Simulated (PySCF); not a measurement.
# Two-component Hartree-Fock for Re⁺ (rhenium, charge +1)

Start: [Xe] 4f14 5d5 6s1; 5d3/2 filled at m_j = -3/2, -1/2, +1/2, +3/2; 5d5/2 filled at m_j = +5/2; 6s1/2 filled at m_j = +1/2. Calculated with PySCF 2.14 in x2c-SVPall-2c with one added diffuse shell each of s, d type (8s9p10d2f, 99 functions): generalised Hartree-Fock with the X2C-1e Hamiltonian and a Gaussian nucleus; one run each with spin-orbit coupling (SO) switched off, then screened by Boettger's factors.

```
spinor shell  electrons  ε, spin-free (eV)  ε, screened SO (eV)  weight of nominal j (screened SO)  rms radius, screened SO (bohr)
       1s1/2          2           -72071.3             -72048.5                              1.000                          0.0204
       2s1/2          2           -12645.8             -12638.7                              1.000                          0.0824
       2p1/2          2           -11042.5             -12072.9                              1.000                          0.0700
       2p3/2          4           -11042.5             -10627.1                              1.000                          0.0775
       3s1/2          2            -2997.2              -2994.8                              1.000                           0.210
       3p1/2          2            -2516.3              -2742.7                              1.000                           0.202
       3p3/2          4            -2516.3              -2423.3                              1.000                           0.217
       3d3/2          4            -1964.2              -2003.7                              1.000                           0.192
       3d5/2          6            -1964.2              -1935.6                              1.000                           0.196
       4s1/2          2            -664.85              -664.11                              1.000                           0.468
       4p1/2          2            -504.26              -557.52                              1.000                           0.476
       4p3/2          4            -504.26              -482.21                              1.000                           0.509
       4d3/2          4            -298.64              -306.72                              0.999                           0.532
       4d5/2          6            -298.64              -292.52                              0.999                           0.543
       5s1/2          2            -108.44              -108.31                              1.000                            1.12
       5p1/2          2            -65.071              -74.372                              0.907                            1.28
       4f5/2          6            -67.898              -69.061                              0.979                           0.638
       4f7/2          8            -67.898              -66.436                              0.984                           0.638
       5p3/2          4            -65.071              -60.954                              0.953                            1.31
       5d3/2          4            -19.776              -19.880                              0.599                            1.96
       5d5/2          1            -19.776              -19.220                              1.000                            2.00
       6s1/2          1            -16.107              -16.077                              1.000                            3.09
```

| quantity | spin-free | screened SO |
| --- | --- | --- |
| E (hartree) | -16678.92825 | -16699.50757 |
| M_J | 3 | 3 |
| ⟨J²⟩ | 12.003 | 12.004 |
| ⟨L²⟩ | 0.000 | 0.210 |
| ⟨S²⟩ | 12.003 | 11.812 |

Each row is a mean over spinors that exchange with the open shell spreads, by up to 8.450 eV (5p3/2).

Rows whose weight is well below 1 are mixtures of j = l ± 1/2: exchange outweighs spin-orbit coupling there, and the label is only the starting occupation.

Breit and QED terms are absent; they matter most for the inner s and p1/2 levels.

Densities and radii are taken from the X2C orbitals without a picture-change correction, which distorts them close to the nucleus.

Without spin-orbit coupling the j labels of p, d and f shells carry no meaning; the spin-free column gives the mean over the occupied spinors of each nl shell.
